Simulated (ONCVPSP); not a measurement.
**An all-electron radial function and its pseudo partner (Sc (Z = 21))**

Columns: radius, all-electron u(r) and pseudo u(r) of the 3d shell (level -6.57 eV) of scandium in the configuration [Ar] 3d1 4s1.5; PBE, non-relativistic, ONCV scheme, ONCVPSP 4.0.1.

```
r (bohr)  all-electron  pseudo
   0.178        0.0892  0.0142
   0.355        0.3044  0.0997
   0.533        0.5021  0.2770
   0.710        0.6359  0.4993
   0.888        0.7079  0.6937
   1.065        0.7307  0.8019
   1.243        0.7214  0.8164
   1.420        0.6932  0.7673
   1.598        0.6548  0.6950
   1.775        0.6121  0.6273
   1.953        0.5681  0.5716
   2.130        0.5251  0.5255
   2.308        0.4839  0.4839
   2.485        0.4453  0.4453
   2.662        0.4095  0.4095
   2.840        0.3760  0.3760
   3.018        0.3449  0.3449
   3.195        0.3162  0.3162
   3.373        0.2893  0.2893
   3.550        0.2644  0.2644
   3.728        0.2411  0.2411
   3.905        0.2196  0.2196
   4.083        0.1996  0.1996
   4.260        0.1812  0.1812
   4.438        0.1642  0.1642
   4.615        0.1487  0.1487
```

**Question.** How many radial nodes do the two functions have?

**Answer.** The all-electron 3d function has n − l − 1 = 0; the pseudo-wave has 0.

**Question.** At about which radius was the pseudo-wave matched?

**Answer.** 2.35 bohr. The columns agree to 0.0005 from 2.13 bohr on; several derivatives are matched, so the curves merge somewhat inside the radius.

**Question.** Is the pseudo-wave norm-conserving?

**Answer.** Yes: the ONCV scheme keeps the norm inside the radius equal to the all-electron one, which fixes the energy derivative of the logarithmic derivative at the level.
